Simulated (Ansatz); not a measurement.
Isolated molecules relaxed with PBE0-D4/def2-TZVP in Ansatz; ΔE leaves out vibrations. CCSD(T)/CBS is the MP2 limit (def2-TZVPP, def2-QZVPP) plus CCSD(T) − MP2 in def2-TZVPP, frozen cores. This one scheme is used for every species. Functionals use def2-TZVPP. HSE06 is defined as in plane-wave codes. def2 core potentials past Kr. For Br, In outer-core shells are correlated without core-valence functions, which leaves a few kJ/mol of doubt a bond. Scalar relativity is left out up to krypton. One conformer a species, not always the lowest.

Consider the ligand exchange at the In–O bond: `O[CH2][InH][OH]` + HBr → `O[CH2][InH][Br]` + H₂O.

```json
{"level": "HSE06-D4", "ΔE (kJ/mol)": "-117.4"}
{"level": "r2SCAN", "ΔE (kJ/mol)": "-108.2"}
{"level": "PBE0", "ΔE (kJ/mol)": "-115.1"}
{"level": "HF/CBS(def2)", "ΔE (kJ/mol)": "-129.0"}
```

Task: What does CCSD(T)/CBS give? (Best estimate.)

Result: Ansatz gave: -110.1 kJ/mol. The listed levels differ from it by -7.3, 1.9, -5.0, -18.9 kJ/mol.

Task: What do rigid-rotor, harmonic-oscillator terms from PBE0-D4/def2-TZVP frequencies (298.15 K, 1 bar) make of the CCSD(T)/CBS value? (Estimate.)

Result: Ansatz gave: ΔZPE = +8.0 kJ/mol, ΔH = -100.8 kJ/mol, ΔS = 7 J/(mol·K), ΔG = -103.0 kJ/mol.

Largest T1 diagnostic among the species: 0.015.

From BLYP to BHLYP (50 % exact exchange), in def2-TZVPP and without D4, ΔE moves by −17.7 kJ/mol. At CCSD(T), def2-SVP lies +5.7 kJ/mol from the extrapolated value and def2-TZVPP +3.8 kJ/mol. Leaving LDA and LC-ωPBE aside and taking each functional with its dispersion term where it has one, the values, not all of them listed here, spread over 19.8 kJ/mol, from BHLYP-D4 to BLYP-D4. LDA lies +6.6 kJ/mol from PBE without D4.

CCSD(T)/CBS has its own doubt, a few kJ/mol and more with outer-core shells, so smaller differences from it don't rank the levels.
